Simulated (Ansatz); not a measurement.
Energy needed to pull apart InHCl2 (SMILES [Cl][InH][Cl]), closed shell, into free ground-state atoms, from the structure below (displaced at random from its PBE0-D4/def2-TZVP minimum); no zero-point or spin–orbit terms; open-shell atoms are treated unrestricted, in their ground-state multiplicity.

```xyz
4
angstrom
Cl -1.7890 0.5585 -0.9039
In 0.0841 0.0786 0.1640
Cl 0.5971 -2.0938 0.1490
H 1.4028 1.0946 0.7889
```

Ansatz 0.2.0; basis: def2-TZVPP; cores frozen in the correlated methods. Filled d shells of the heavier atoms are correlated. Core potentials replace the inner electrons of the atoms past krypton. The def2 sets are not built for correlating such inner shells, so the correlated values are less sure here.

```csv
method,atomization energy (kcal/mol)
PBE-D4,214.0
r2SCAN-D4,217.8
PBE0-D4,213.8
wB97M-V,?
HF,157.1
MP2,214.0
CCSD,?
CCSD(T),209.0
```

Task: What does CCSD give? (To be estimated.)

Result: Computed: 204.3 kcal/mol, which is about 4.8 kcal/mol less than CCSD(T)/def2-TZVPP.

Task: What does wB97M-V give? (To be estimated.)

Result: Computed: 217.6 kcal/mol, which is about 8.6 kcal/mol more than CCSD(T)/def2-TZVPP.

In triple zeta the MP2 and coupled-cluster atomization energies are still short of their basis limit by a few kcal/mol a bond, whereas those of the functionals are nearly converged, so these differences are not deviations from converged CCSD(T).

The T1 diagnostic stays at or below 0.013.

For scale, one of the runs: CCSD(T)/def2-TZVPP forces, 148 basis functions (an equivalent command: `ansatz run in.yaml --threads 2`). Hardware: 2 CPU threads, shared host. Wall time 4.2 min; peak host memory 1.6 GiB.
